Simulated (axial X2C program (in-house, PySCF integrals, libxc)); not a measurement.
## Potential curves of WF⁺, 2c

Computed with an in-house relativistic program for diatomic molecules. Two-component (2c) means X2C with spin–orbit coupling and atomic mean-field two-electron Coulomb and Gaunt terms. Basis: W dyall-cv3z [13s14p9d7f4g], F dyall-av3z [7s6p3d2f] (cores contracted in-house); Gaussian nuclei, density fitting, unrestricted open shells. Masses: W 183.951 u, F 18.998 u.

State: Ω = 1 (⟨Sz⟩ = 1.97, ⟨Lz⟩ = -0.97 at HF). Energies in eV from the lowest point of each curve. Fits are polynomials in 1 − R0/R over 0.85 to 1.23 times the lowest point R0.

| R (Å) | HF | CCSD(T) |
| --- | --- | --- |
| 1.5512 | 1.8300 |  |
| 1.6225 | 0.7993 | 0.8219 |
| 1.6760 | 0.3441 | 0.3588 |
| 1.7295 | 0.0937 | 0.1008 |
| 1.7830 | 0.0000 | 0.0000 |
| 1.8454 | 0.0385 | 0.0307 |
| 1.9078 | 0.1919 | 0.1771 |
| 1.9880 | 0.5021 | 0.4797 |
| 2.0861 | 0.9834 |  |
| 2.2287 | 1.7613 |  |

Correlated methods: 12 electrons correlated (number of frozen shells: W 5 s, 4 p, 2 d, 1 f; F 1 s), 314 virtual spin orbitals or spinors in MP2, 90 natural virtuals in coupled cluster.

Occupations by symmetry block were frozen at the best pattern of an incomplete PBE0 search. Coupled cluster ran in a truncated set of natural virtual spinors; the MP2 energy of the rest was added. (T) has no such correction and the atoms are truncated less, which lowers De at CCSD(T) by a hundredth of an eV or more. With several unpaired electrons one determinant need not be a pure state. Open-shell Ω = 0 determinants with evenly filled partner blocks cannot be reached by this program, so the Ω shown need not be the lowest component. With the outer-core shells frozen, correlated bond lengths of heavy atoms tend to come out a few hundredths of an ångström too long. Coupled cluster ran on the points near the minimum only. MP2 and coupled cluster on one determinant become unreliable at the stretched end.

Task: What are Re and ωe at the HF level?

Result: At HF, 2c: Re = 1.796 Å, ωe ≈ 778 cm⁻¹; Be follows as 0.303 cm⁻¹.

Task: What are Re and ωe at the CCSD(T) level?

Result: At CCSD(T), 2c: Re = 1.800 Å, ωe ≈ 773 cm⁻¹; Be follows as 0.302 cm⁻¹.
